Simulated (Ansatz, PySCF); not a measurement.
Reaction (SMILES): [F][Ge]([F])[F] -> [F][Ge][F] + F atom (the F-Ge bond at the site shown breaks; other sites are not compared here)
Geometries: B3LYP-D3(BJ)/def2-TZVP minima from Ansatz (an electronic-structure program).
Geometry of the first species:
```
Ge
F 1 1.7346
F 1 1.7346 2 106.47
F 1 1.7346 2 106.47 3 -113.30
```
Charge 0, spin multiplicity 2.

Wanted: bond dissociation energy (enthalpy at 298 K, with B3LYP-D3(BJ) rigid-rotor harmonic-oscillator terms from PySCF), in kcal/mol. Correlated levels leave the core frozen unless marked. Open shells are spin-unrestricted. Spin-orbit coupling is left out. Frozen are the shells of the preceding noble gas and the d and f shells that filled before the atom's block. No relativistic terms. Basis-set limits of correlation are two-point, X^-3; Hartree-Fock from the larger set. The bracket is a focal-point correction in the basis named.

| level | program | bond dissociation energy (kcal/mol) |
|---|---|---|
| HF-D4/def2-TZVPD | PySCF + dftd4 | 51.7 |
| BHLYP-D4/def2-TZVPD | Ansatz + dftd4 | 63.5 |

Problem. What does RI-MP2/CBS(cc-pVTZ,cc-pVQZ)+[CCSD(T)-MP2]/cc-pVTZ (Ansatz) give?

Solution. 75.5 kcal/mol
